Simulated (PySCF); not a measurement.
Stepwise substitution at one centre (Sn F-C2H5). Isolated molecules, 0 K electronic values unless said otherwise. One relaxed conformer stands for each flexible species; it need not be the lowest. Strings in code marks are SMILES.

Calculation: PySCF 2.14.0 with B3LYP-D3(BJ)/def2-TZVP // PBE0-D4/def2-SVP. B3LYP has the VWN-RPA correlation part, as in Gaussian. Delta-SCF ions had no search for a lower state. Excitations are Tamm–Dancoff values on a coarser integration grid. The basis has no diffuse functions, so Rydberg states are missing or too high.

```json
[
 {"species": "0 of 4 F replaced by C2H5", "S1 oscillator strength": "0.000", "S1 excitation (TDA) (eV)": "6.29", "vertical ionisation energy (Delta-SCF) (eV)": "–", "HOMO–LUMO gap (eV)": "7.74"},
 {"species": "1 of 4 F replaced by C2H5 (`C[CH2][Sn]([F])([F])[F]`)", "S1 oscillator strength": "0.390", "S1 excitation (TDA) (eV)": "6.67", "vertical ionisation energy (Delta-SCF) (eV)": "11.50", "HOMO–LUMO gap (eV)": "6.97"},
 {"species": "2 of 4 F replaced by C2H5 (`[Sn]([CH2]C)([F])([F])[CH2]C` (C–C–Sn–F torsion 17°, F–Sn–C–C torsion 46°))", "S1 oscillator strength": "0.024", "S1 excitation (TDA) (eV)": "6.51", "vertical ionisation energy (Delta-SCF) (eV)": "9.71", "HOMO–LUMO gap (eV)": "6.88"},
 {"species": "4 of 4 F replaced by C2H5 (`C[CH2][Sn]([CH2]C)([CH2]C)[CH2]C`)", "S1 oscillator strength": "0.045", "S1 excitation (TDA) (eV)": "6.29", "vertical ionisation energy (Delta-SCF) (eV)": "8.50", "HOMO–LUMO gap (eV)": "7.07"}
]
```
